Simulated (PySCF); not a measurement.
SMILES CSc1ccccc1[SiH3] (C7H10SSi) (GFN2-xTB optimised geometry):

```
19

C     -2.930    -1.703    -0.308
S     -1.177    -2.064     0.024
C     -0.387    -0.482     0.000
C     -1.100     0.707    -0.002
C     -0.426     1.916    -0.008
C      0.957     1.940    -0.007
C      1.658     0.747     0.000
C      1.012    -0.482     0.000
Si     1.985    -2.099    -0.008
H     -3.374    -1.176     0.532
H     -3.022    -1.133    -1.227
H     -3.406    -2.672    -0.423
H     -2.179     0.709     0.006
H     -0.989     2.837    -0.011
H      1.485     2.882    -0.010
H      2.739     0.765     0.001
H      1.654    -2.882     1.183
H      1.665    -2.851    -1.222
H      3.406    -1.743     0.003
```

Method: PySCF with PBE/def2-SVP.

What are the frontier orbital energies and the dipole moment?

HOMO-2 -7.03 eV, HOMO-1 -6.35 eV, HOMO -5.06 eV, LUMO -1.32 eV, LUMO+1 -1.00 eV; dipole moment 2.03 D.

Meta-Löwdin charges at PBE/def2-SVP: C1 -0.35, S2 0.09, C3 -0.05, C4 -0.13, C5 -0.09, C6 -0.12, C7 -0.09, C8 -0.22, Si9 0.41, H10 0.12, H11 0.12, H12 0.13, H13 0.11, H14 0.11, H15 0.11, H16 0.10, H17 -0.08, H18 -0.08, H19 -0.09.
